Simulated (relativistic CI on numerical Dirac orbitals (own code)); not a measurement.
# Slater and spin-orbit integrals, Eu39+

Computed by Dirac-Coulomb-Breit CI, separate exchange-only KLI orbitals for each configuration, model QED (radiative potential, 1s self-energy scaled to tabulated hydrogen-like ionisation energies), unscaled Slater integrals (own radial code, finite nucleus).

Slater integrals F^k, G^k are unscaled and averaged over j, outside the closed core [Ne]; ζ comes from projecting the Hamiltonian with its Breit term on Σ l·s of the shell.

- 3s²3p⁶3d⁶: F^2(3d,3d) = 484090, F^4(3d,3d) = 312270, ζ(3d) = 103380 cm⁻¹; <r>(3d) = 0.2104, <r^2>(3d) = 0.05145 (bohr units).
- 3s²3p⁵3d⁷: ζ(3p) = 784560, F^2(3d,3d) = 483210, F^4(3d,3d) = 311680, F^2(3p,3d) = 421920, G^1(3p,3d) = 454250, G^3(3p,3d) = 301820, ζ(3d) = 102360 cm⁻¹; <r>(3p) = 0.2349, <r^2>(3p) = 0.06381, <r>(3d) = 0.2108, <r^2>(3d) = 0.05162 (bohr units).
- 3s²3p⁴3d⁸: F^2(3p,3p) = 419570, ζ(3p) = 783960, F^2(3d,3d) = 482320, F^4(3d,3d) = 311070, F^2(3p,3d) = 421500, G^1(3p,3d) = 454230, G^3(3p,3d) = 301670, ζ(3d) = 101350 cm⁻¹; <r>(3p) = 0.2351, <r^2>(3p) = 0.06394, <r>(3d) = 0.2111, <r^2>(3d) = 0.05179 (bohr units).

(1) Give the Racah parameters of the d shell in 3s²3p⁶3d⁶.

Averages of the first 10 configurations, taken without configuration mixing, which lowers the lowest level and can move excited configurations by several eV; other configurations of the list can lie among them:

| Configuration | Parity | States | Average energy above the lowest level (eV) |
| --- | --- | --- | --- |
| 3s²3p⁶3d⁶ | even | 210 | 61.6 |
| 3s²3p⁵3d⁷ | odd | 720 | 405.8 |
| 3s²3p⁴3d⁸ | even | 675 | 756.7 |
| 3s3p⁶3d⁷ | even | 240 | 683.2 |
| 3p⁶3d⁸ | even | 45 | 1313.9 |
| 3s3p⁵3d⁸ | odd | 540 | 1026.1 |
| 3s²3p⁶3d⁵4s | even | 504 | 1227.6 |
| 3s²3p⁶3d⁵4p | odd | 1512 | 1331.1 |
| 3s²3p⁴3d⁷4s | even | 3600 | 1906.8 |
| 3s²3p⁶3d⁵4d | even | 2520 | 1460.9 |

Results:

(1) B = F²/49 − 5F⁴/441 = 6339 cm⁻¹ and C = 35F⁴/441 = 24783 cm⁻¹.
